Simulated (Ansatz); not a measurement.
Molecule: C2H10NSi2, charge 0, multiplicity 2. It need not be the lowest isomer of its formula. SMILES: C[SiH](C)[N][SiH3]
Structure (B3LYP-D3(BJ)/def2-TZVP (Ansatz, a first-principles code) minimum search):
```xyz
15

Si    -0.8701    -0.2286    -0.2624
C     -1.4612     1.4198    -0.9456
C     -2.0412    -0.9016     1.0305
N      0.6625     0.0978     0.4685
Si     2.3204    -0.0765     0.0522
H     -0.7749    -1.2060    -1.3836
H     -2.4445     1.2886    -1.4040
H     -0.7796     1.8028    -1.7061
H     -1.5443     2.1604    -0.1491
H     -3.0207    -1.1024     0.5895
H     -1.6653    -1.8354     1.4523
H     -2.1670    -0.1872     1.8460
H      2.5912    -0.2923    -1.3940
H      3.0775     1.1171     0.4990
H      2.7992    -1.2673     0.8044
```
Charge 0, spin multiplicity 2.

Atomisation energy built up term by term with Ansatz (kcal/mol; UHF references for open shells; valence terms freeze the core; atomic spin-orbit terms are left out). Basis-set limits of correlation are two-point, X^-3; Hartree-Fock from the larger set.

| term | basis | kcal/mol |
|---|---|---|
| Hartree-Fock | cc-pV(Q+d)Z | ? |
| CCSD correlation | CBS(cc-pV(T+d)Z,cc-pV(Q+d)Z) | ? |
| (T) | CBS(cc-pV(T+d)Z,cc-pV(Q+d)Z) | 14.18 |
| core correlation | cc-pwCVTZ | 2.72 |
| scalar relativity (X2C) | cc-pVTZ-DK against cc-pVTZ | -1.98 |
| sum: De |  | ? |

What belongs in the gaps?


- Hartree-Fock, kcal/mol: 934.68
- CCSD correlation, kcal/mol: 287.63
- sum: De, kcal/mol: 1237.2
